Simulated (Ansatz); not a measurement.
Gas-phase electronic energies from Ansatz, PBE0-D4/def2-TZVP geometries. CCSD(T)/CBS adds triple-zeta CCSD(T) − MP2 to the extrapolated MP2 energy (def2 sets, frozen cores). Functionals use def2-TZVPP. def2 core potentials past Kr. For Br, Te outer-core shells are correlated without core-valence functions, which leaves a few kJ/mol of doubt a bond. Scalar relativity is left out up to krypton. Each species was taken in one conformer, which may not be the lowest.

Consider the substitution at a C–B bond: `C=CBBr` + `[SiH3][TeH]` → `C=C[Te][SiH3]` + `BBr`.

```tsv
level	ΔE (kJ/mol)
RPA@PBE/def2-TZVPP	62.9
CCSD/def2-SVP	80.1
```

(1) What does CCSD(T)/CBS give? (An estimate is asked.)

Largest T1 diagnostic among the species: 0.011.

Results:

(1) The calculation gave: +62.8 kJ/mol. The listed levels differ from it by 0.1, 17.3 kJ/mol.

From PBE to PBE0 (25 % exact exchange), in def2-TZVPP and without D4, ΔE moves by +3.1 kJ/mol. Leaving LDA and LC-ωPBE aside and taking each functional with its dispersion term where it has one, the values, not all of them listed here, spread over 14.0 kJ/mol, from BLYP-D4 to B97M-V. LDA lies +7.5 kJ/mol from PBE without D4. The D4 term adds −4.6 kJ/mol with B3LYP and −2.5 kJ/mol with PBE0; it sums over pairs of atoms, weighted by their polarisabilities, and B3LYP, whose exchange is more repulsive, gets the larger term.

B3LYP here is the variant with VWN-RPA as its local correlation; programs differ in this.
